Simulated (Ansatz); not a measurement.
Mulliken charges of F₂ISn, SMILES `[F][Sn]([F])[I]` radical from B3LYP/def2-TZVPP in Ansatz (PBE0-D4/def2-TZVP geometry).

```
atom   x (Å)   y (Å)   z (Å)  charge (e)
  F1  -0.758  -0.542   1.600      -0.453
 Sn2   0.317   0.419   0.337       1.066
  F3   1.650  -0.889  -0.089      -0.453
  I4  -1.154   0.952  -1.868      -0.160
```

By hand: the dipole of these point charges (1 e Å = 4.8032 D).

Σ q r = (0.118, 0.943, -0.026) e Å, of length 0.951 e Å = 4.57 D.

How does the dipole of the full density compare? (Best estimate.)

Ansatz gave: (-0.006, 0.613, -0.135) e Å, 3.02 D; the point charges give 1.51 times that, at 13° from its direction.

Point charges leave out the atoms' own dipoles, such as those of lone pairs, and Mulliken's split depends on the basis, so the two needn't agree.

B3LYP here is the variant with VWN-RPA as its local correlation; programs differ in this.
